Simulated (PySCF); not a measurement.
Isomers of C11H10. Computed with PBE0-D3(BJ)/def2-SVP geometry optimisation, gas phase in PySCF 2.14.0. Energies are electronic, without zero-point or thermal terms, for one conformer each. No frequencies were run at this level. Point groups hold within 0.08 Å.

Question: Rank from lowest to highest electronic energy at this level (kcal/mol).
A. `C=C1C=CC2=C1C=C(C)C=C2`
B. `CC1=CC2=CC=CC=C2C=C1` (2-methylnaphthalene)
C. `C1=C[C@H]2C[C@@H]1c1ccccc12`

Answer: B (0.0), A (25.9), C (33.7).

As drawn, the highest has a C=C bond outside aromatic rings, which the lowest lacks.

```tsv
SMILES	E (Eh)	E rel (kcal/mol)	dipole (D)	point group	A, B, C (MHz)
Cc1ccc2ccccc2c1	-424.42309	0.0	0.52	Cs	2810, 823.0, 639.1
C=C1C=Cc2ccc(C)cc21	-424.38178	25.9	0.52	–	2226, 912.0, 649.6
C1=C[C@H]2C[C@@H]1c1ccccc12	-424.36935	33.7	0.50	Cs	2521, 1043, 891.0
```

Question: How do the relative energies change in single points at PBE0/pcSseg-1 (no added dispersion term) on the same geometries?

Answer: 
```
                     SMILES  PBE0-D3(BJ)/def2-SVP (kcal/mol)  PBE0/pcSseg-1 (kcal/mol)  shift
            Cc1ccc2ccccc2c1                              0.0                       0.0    0.0
        C=C1C=Cc2ccc(C)cc21                             25.9                      25.3   -0.6
C1=C[C@H]2C[C@@H]1c1ccccc12                             33.7                      33.7    0.0
```

Each column counts from its own lowest isomer. The order is unchanged; the largest shift is 0.6 kcal/mol.
